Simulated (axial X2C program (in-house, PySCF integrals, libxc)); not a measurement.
## NaAu⁺: cheaper levels and CCSD(T), 2c

Computed with an axial X2C code built on PySCF integrals. Two-component (2c) means X2C with spin–orbit coupling and atomic mean-field two-electron Coulomb and Gaunt terms. Basis: Au dyall-cv3z [13s14p9d6f4g], Na dyall-cv3z [9s8p5d2f] (cores contracted in-house); Gaussian nuclei, density fitting, unrestricted open shells. Masses: Au 196.967 u, Na 22.990 u.

State: Ω = 1/2 (⟨Sz⟩ = 0.50, ⟨Lz⟩ = 0.00 at HF); fragments Au + Na+.

| level | Re (Å) | ωe (cm⁻¹) | De (eV) |
| --- | --- | --- | --- |
| PBE0 | 2.968 | 125.2 | 0.437 |
| HF | 3.116 | 109.2 | 0.419 |
| MP2 | 3.025 | 113.6 | 0.282 |
| CCSD | 3.049 | 113.4 | 0.346 |
| B97-3 | 3.015 | 117.5 | 0.372 |

Correlated methods: 11 electrons correlated (number of frozen shells: Au 5 s, 4 p, 2 d, 1 f; Na 2 s, 1 p), 311 virtual spin orbitals or spinors in MP2, 90 natural virtuals in coupled cluster.

CCSD(T), same Hamiltonian and basis:

Re = 3.046 Å, ωe = 114.0 cm⁻¹, De = 0.34 eV; T1 = 0.020 (Lee–Taylor normalisation).

(1) Give the differences from CCSD(T) in the columns below.

The state is one determinant whose occupation by symmetry is held fixed; it was picked as the lowest of a PBE0 search that is not exhaustive. De is counted from the lowest determinant-based energies of the atoms at the same level, without counterpoise correction. Density functionals use the spin component along the axis (collinear). Coupled cluster ran in a truncated set of natural virtual spinors; the MP2 energy of the rest was added. (T) has no such correction and the atoms are truncated less, which lowers De at CCSD(T) by a hundredth of an eV or more. With the outer-core shells frozen, correlated bond lengths of heavy atoms tend to come out a few hundredths of an ångström too long.

## Answers

(1) 

```csv
level,ΔRe (Å),Δωe (cm⁻¹),ΔDe (eV)
PBE0,-0.078,11.2,0.10
HF,0.070,-4.8,0.08
MP2,-0.021,-0.4,-0.06
CCSD,0.003,-0.6,0.01
B97-3,-0.031,3.5,0.03
```
